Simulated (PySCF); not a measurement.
## Electron correlation in F²⁺ (fluorine, charge +2)

[He] 2s2 2p3, high-spin 4S determinant. Calculation: PySCF 2.14, in pcseg-2 (4s3p2d1f, 30 functions); the non-relativistic Hamiltonian (point nucleus). Frozen: 1s2; 5 electrons correlated.

MP2 pair energies summed by pair of shells (mhartree):

```tsv
pair	energy	share (%)
2s-2p	-60.33	66.3
2p-2p	-22.29	24.5
2s-2s	-8.40	9.2
```

Total MP2 correlation energy: -91.02 mhartree.

Same-spin part -26.44 and opposite-spin part -64.58 mhartree; SCS-MP2 scales them by 1/3 and 6/5 to -86.31 mhartree.

```csv
level,correlation energy (mhartree)
CCSD,-105.29
(T),-1.01
CCSD(T),-106.30
```

Diagnostics: T1 = 0.0026, D1 = 0.0047, largest double amplitude 0.032.

Question: Is a single reference adequate?

Answer: Yes: T1 lies below 0.03 and no double amplitude reaches 0.07.
